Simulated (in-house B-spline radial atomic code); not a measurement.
Results of a calculation; reference values are marked as such.
# Softness against transferability: the 3p channel of Sc

Sc, [Ar] 3d1 4s2, non-relativistic PBE, spherical and spin-unpolarised, from an all-electron radial atomic-structure program (B-spline basis) (atomic units). The all-electron 3p level is ε = -1.235018 hartree, its outermost node lies just inside 0.40 bohr and its outer maximum at 0.97 bohr.

Troullier-Martins pseudo-orbitals are made for several radii. The cutoffs (hartree) are the plane-wave energies beyond which the orbital holds less than the named kinetic energy per electron. The phase error is the difference, pseudo minus all-electron, of arctan(R P'/P) at R = 1.66 bohr for all radii, half a hartree below and above the level.

| r_c (bohr) | V_l(0) (hartree) | cutoff for 10 mEh | for 1 mEh | for 0.1 mEh | phase error at ε − 0.5 (mrad) | at ε + 0.5 (mrad) |
| --- | --- | --- | --- | --- | --- | --- |
| 0.73 | -40.51 | 94.1 | 120 | 347 | -2.5 | -0.9 |
| 0.84 | -13.10 | 38 | 76.4 | 144 | -1.6 | -0.5 |
| 0.97 | -5.05 | 12.7 | 32 | 62.3 | -1.3 | -0.4 |
| 1.1 | -4.60 | 12.9 | 33 | 47.2 | -1.1 | -0.4 |
| 1.22 | -5.27 | 12.5 | 29.2 | 39.8 | -1.5 | -0.5 |
| 1.36 | -5.93 | 12.5 | 17.1 | 33.6 | -2.3 | -0.8 |

Which radius needs the lowest cutoff for 0.1 mEh while both phase errors stay within 1.7 mrad?

The radii within that limit are 0.84, 0.97, 1.1, 1.22 bohr; of these r_c = 1.22 needs the least, 39.8 hartree, that is 79.6 Ry or 1083 eV.

What does the larger radius buy, and what does it cost?

From r_c = 0.73 to 1.36 bohr the cutoff for 1 mEh goes from 120 to 17.1 hartree, a factor of 7.02, against 3.47 for a pure 1/r_c² scaling, end to end; step by step it is 120, 76.4, 32, 33, 29.2, 17.1, and for 0.1 mEh 347, 144, 62.3, 47.2, 39.8, 33.6; the number of plane waves goes as the cutoff to the power 3/2, here a factor of 18.6. The larger of the two phase errors is least at r_c = 1.1 bohr, 1.1 mrad; it is 2.5 at the smallest radius and 2.3 at the largest. These errors test the reference atom alone. The smallest radius lies well inside the outer maximum, where the nodeless form must bend sharply to keep the norm, so it is both harder and scatters less well than the next. Large radii also let the cores of neighbours overlap, which an atom doesn't show.
